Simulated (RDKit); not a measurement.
Input for RDKit: UFF on FH7Si2 (a complex), monomers drawn apart or pushed together.

```python
from rdkit import Chem
from rdkit.Chem import AllChem, rdDetermineBonds

blocks = [
'''2

F     1.45958480    0.31951535   -0.17441569
H     1.34353286    0.29973948    0.74874191
''',
'''8

Si   -0.98094020   -0.31732308    6.49994570
Si   -0.95176072   -0.31645625    4.15629459
H    -2.32866038   -0.70423182    6.97979636
H    -0.65362301    1.03571442    7.00763551
H     0.01542378   -1.28562808    7.01495556
H    -1.24165011   -1.65891923    3.60352942
H     0.41554929    0.07371580    3.69997768
H    -1.90723440    0.66585970    3.59600030
''',
]
mol = None
for b in blocks:
    f = Chem.MolFromXYZBlock(b)
    rdDetermineBonds.DetermineBonds(f, charge=0)
    mol = f if mol is None else Chem.CombineMols(mol, f)
Chem.SanitizeMol(mol)
print(Chem.MolToSmiles(Chem.RemoveHs(mol)))
ff = AllChem.UFFGetMoleculeForceField(mol, vdwThresh=100.0, ignoreInterfragInteractions=False)
e = ff.CalcEnergy()
print(f'UFF energy {e:.6f} kcal/mol')
```

It printed:

```
F.[SiH3][SiH3]
UFF energy 3.179566 kcal/mol
```

The run finished.

Cost: very roughly 0.05 core-seconds.
